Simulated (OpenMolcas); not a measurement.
Nd2+.

- Program: OpenMolcas
- Method: CASSCF
- Basis: ANO-R3 [9s8p5d5f3g1h]
- Scalar Hamiltonian: X2C, finite nucleus
- Active space: 4 electrons in 7 orbitals (4f)
- State averaging: 2S+1 = 5 even, 35 roots (30 in the spin-orbit step); 2S+1 = 3 even, 210 roots (60 in the spin-orbit step); 2S+1 = 1 even, 196 roots (0 in the spin-orbit step)
- Spin-orbit coupling: state interaction with AMFI integrals over the reference wave functions, term energies averaged over their components

Levels without dynamic correlation, in cm⁻¹ above 4f⁴ ⁵I₄:

```tsv
Level	E
4f⁴ ⁵F₁	14466
4f⁴ ⁵S₂	16182
4f⁴ ³K₆	17607
```

On this reference, SS-CASPT2, IPEA 0.25 Eh, imaginary shift 0.1 Eh (closed shells correlated: 5s 5p) puts 4f⁴ ⁵F₁ at 10380 cm⁻¹.

Task: Estimate the other levels at that method by one scale factor, and say how well it serves.

Result: The factor is 10380 / 14466 = 0.718. Scaled values beside those that SS-CASPT2 gives and measured ones (Ding et al., The Spectrum and Energy Levels of the Low-lying Configurations of Nd III (preprint, 2023)):
```tsv
Level	Scaled	SS-CASPT2	Miss (%)	Measured
4f⁴ ⁵S₂	11619	12290	-5.5	
4f⁴ ³K₆	12642	13210	-4.3	14064
```
For these levels the scaled values miss SS-CASPT2 by up to 5.5 %, as correlation changes each term by its own factor, spin-orbit parts do not scale and CASPT2 has its own spread within terms. This holds within one configuration; levels of others move differently, and the target method has errors of its own against measurement.

Term energies are means over components that CASPT2 splits; among the terms shown or strongly mixed into the levels shown the widest spread is 950 cm-1 (4f⁴ ⁵I, SS-CASPT2). High states are left out of the spin-orbit mixing, which shifts the levels that they would mix with. Without dynamic correlation excited terms often stand tens of per cent too high (terms of higher spin than the ground term too low), and those without a measured partner can miss by more than the paired ones (holds for CASSCF). The CASPT2 spread within a term exceeds the gap to the next term for 4f⁴ ⁵F and 4f⁴ ⁵S, so the order of their levels is uncertain, and so are names and mixing where such terms share a J (holds for SS-CASPT2). Measured partners are found by configuration, term and J. A level has none where our copy of the source lacks it or the pairing is in doubt (some pairs that miss far off the trend of their configuration count as doubtful), and it then counts in no deviation. Only configurations of the active space appear.
